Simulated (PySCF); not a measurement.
C3H4O2Si, SMILES O=C1C=C[SiH2]O1.

Geometry: PBE-D3(BJ)/def2-SVP. This is a generated structure with no PubChem entry under its InChIKey; it may be hypothetical.

These are PBE/def2-TZVP run with PySCF values and carry that method's errors.

Symmetry labels are those of the subgroup Cs that the program uses (full group Cs).

**Question.** List the valence orbital energies around the gap with their symmetry. (Estimate from the structure and the level; the computed values follow.)

**Answer.** 
| orbital | symmetry | energy (eV) |
|---|---|---|
| HOMO−7 | A' | -11.16 |
| HOMO−6 | A' | -10.57 |
| HOMO−5 | A" | -9.28 |
| HOMO−4 | A' | -8.74 |
| HOMO−3 | A' | -8.51 |
| HOMO−2 | A" | -7.83 |
| HOMO−1 | A" | -7.54 |
| HOMO | A' | -6.58 |
| LUMO | A" | -3.00 |
| LUMO+1 | A' | -1.18 |
| LUMO+2 | A' | 0.04 |
| LUMO+3 | A" | 0.16 |
